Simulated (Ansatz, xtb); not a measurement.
Isomers of ClF2H4NSi2 in order of energy

8 gas-phase structures of ClF2H4NSi2, found in a search over its isomers (lower ones may exist). Each was relaxed with GFN2-xTB; where two conformers were screened, the lower at r2SCAN-D4/def2-SVP is listed:

A. `F[Si](F)(Cl)N[SiH3]`, a singlet
B. `N[Si@@H](F)[Si@H](F)Cl`, a singlet
C. `N[Si@H](F)[Si@H](F)Cl`, a singlet
D. `N[Si@](F)(Cl)[SiH2]F`, a singlet
E. `F[SiH](F)N[SiH2]Cl`, a singlet
F. `N[Si](F)(F)[SiH2]Cl`, a singlet
G. `N[Si@H](Cl)[SiH](F)F`, a singlet
H. `N[SiH2][Si](F)(F)Cl`, a singlet

Estimate their order in r2SCAN-D4/def2-SVP energy at these geometries, lowest first.

Calculated order at r2SCAN-D4/def2-SVP: A (0.0), E (0.3), F (17.6), H (22.3), D (22.6), C (23.6), G (26.0), B (26.1) kcal/mol. Less than 1 kcal/mol parts A and E; H and D; D and C; G and B, so the order within those pairs means little. CCSD(T)/def2-SVP + ΔMP2/def2-TZVPP after further relaxation puts E lowest instead.

Energies above the lowest of each column, in kcal/mol; the last columns are at PBE0-D3(BJ)/def2-SVP geometries and were run for some of them only (a dash: not run or not comparable):

```
structure  GFN2-xTB  HF/STO-3G  r2SCAN-D4/def2-SVP  PBE0-D3(BJ)/def2-SVP  CCSD(T)/def2-SVP + ΔMP2/def2-TZVPP
        A      11.7        0.0                 0.0                   0.7                                 1.5
        E       0.0        0.6                 0.3                   0.0                                 0.0
        F      29.3       13.5                17.6                     –                                   –
        H      33.1       19.5                22.3                     –                                   –
        D      31.5       19.6                22.6                     –                                   –
        C      29.2       21.0                23.6                     –                                   –
        G      25.2       24.1                26.0                     –                                   –
        B      26.3       23.5                26.1                     –                                   –
```

CCSD(T)/def2-SVP + ΔMP2/def2-TZVPP puts E lowest of those it was run on; HF/STO-3G picks A, r2SCAN-D4/def2-SVP picks A. CCSD(T)/def2-SVP + ΔMP2/def2-TZVPP orders those it was run on as E (0.0), A (1.5) kcal/mol. Some further structures that were screened fall inside this span and aren't listed. Flexible structures stand in one conformer each, not always the lowest. Frequencies (PBE0-D3(BJ)/def2-SVP) were run for A, E alone. ΔMP2 is the change of the MP2 energy from the smaller to the larger basis.

Over these structures GFN2-xTB departs from r2SCAN-D4/def2-SVP by 4.8 kcal/mol on average once a common shift is removed. A GFN2-xTB relaxation took about 0.16 s and the r2SCAN-D4/def2-SVP energy about 2.9 s on a shared host (Ansatz 0.2.0, xtb 6.7.1).
